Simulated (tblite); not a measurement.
Species: C5H6N2Si.
SMILES with atom numbers: `[CH3:1][C:2]#[C:3]/[CH:4]=[N:5]\[SiH2:6][C:7]#[N:8]` (hydrogens: H9, H10, H11 on C1; H12 on C4; H13, H14 on Si6)

Structure used (GFN2-xTB), in Å, numbered top down from 1:
```
atom  x, y, z in Å
C1    -1.0245    2.4499   -0.0427
C2    -0.3237    1.3695    0.5958
C3     0.2646    0.4639    1.1340
C4     0.9239   -0.6841    1.6159
N5     1.0909   -1.7547    0.9656
Si6    0.6552   -2.2683   -0.6093
C7    -0.1822   -0.9826   -1.6909
N8    -0.6872   -0.1649   -2.3166
H9    -1.0095    2.2926   -1.1214
H10   -2.0599    2.4625    0.2973
H11   -0.5594    3.4048    0.1999
H12    1.3166   -0.6315    2.6334
H13    1.9068   -2.6090   -1.2804
H14   -0.3124   -3.3488   -0.4376
```

Level: GFN2-xTB in tblite, geometry and Hessian alike; calculated harmonic values, unscaled, isolated species. Against measured fundamentals such values can be off by several per cent, at times by over 20. Modes of hydrogen on silicon can be 10 to 20 % off. One conformer, not necessarily the lowest.

Harmonic wavenumbers (cm⁻¹): 39.9, 56.5, 75.7, 105.7, 158.5, 212.8, 251.5, 279.3, 294.7, 342.1, 360.2, 527.8, 587.2, 600.3, 611.2, 704.5, 734.2, 772.8, 849.3, 853.5, 1005.1, 1021.4, 1222.3, 1312.8, 1378.5, 1429.4, 1434.0, 1684.7, 2280.3, 2282.8, 2336.2, 2348.4, 2922.5, 3004.1, 3009.3, 3010.6.

A = 2332, B = 1383, C = 883.0 MHz; mass 122.030 u (most abundant isotopes); point group C1, symmetry number 1.

What is the zero-point energy?

½Σν̃ = 20050 cm⁻¹ = 57.33 kcal/mol.

Give the ideal-gas entropy at 500 K and 1 bar in the rigid-rotor, harmonic-oscillator model (classical rotation).

Translation 42.91, rotation 30.65, vibration 50.04: S = 123.6 cal/(mol K).

And Cp and H(500 K) − H(0)?

Cp = 48.19 cal/(mol K), of which vibrations give 40.24 (their classical limit is 36 R = 71.5); H(500 K) − H(0) = 15.85 kcal/mol without the zero-point energy, 11.88 from vibrations.

Blend soft modes into free rotors: weight 1/[1 + (100 cm⁻¹/ν̃)⁴] for the oscillator and the rest for a rotor with moment μB/(μ + B), μ = h/(8π²ν), B = 10⁻⁴⁴ kg m². What vibrational entropy results?

44.96 cal/(mol K) in place of 50.04, which changes −T·S at 500 K by +2.54 kcal/mol.

What must be added to the electronic energy to get the Gibbs energy at 500 K and 1 bar?

ZPE + [H(500 K) − H(0)] − T·S = 57.33 + 15.85 − 61.80 = 11.38 kcal/mol.

Hindered rotation and anharmonicity are outside this model. Other conformers, if any are populated, would add a mixing term that is left out. The structure is chiral; the term R ln 2 for an equal mix with its mirror image is left out.
